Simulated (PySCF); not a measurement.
Chain-length series, n-germane amino/cyano (end groups after the name). Isolated molecules, 0 K electronic values unless said otherwise. One relaxed conformer stands for each flexible species; it need not be the lowest. Strings in code marks are SMILES.

The four lowest singlet excitations (Tamm–Dancoff). Computed with PySCF with PBE0-D4/def2-TZVP // PBE0-D3(BJ)/def2-SVP. Excitations are Tamm–Dancoff values on a coarser integration grid. The basis has no diffuse functions, so Rydberg states are missing or too high.

```csv
state,energy (eV),wavelength (nm),oscillator strength
S1,6.00,207,0.021
S2,6.85,181,0.005
S3,7.03,176,0.002
S4,7.42,167,0.004
```

Problem. Identify which member gives these states.
A. `N#[C][GeH2][GeH2][GeH2][GeH2][NH2]`
B. `N#[C][GeH2][GeH2][GeH2][GeH2][GeH2][NH2]`
C. `N#[C][GeH2][GeH2][NH2]`
D. `N#[C][GeH2][NH2]`

Solution. D, `N#[C][GeH2][NH2]`
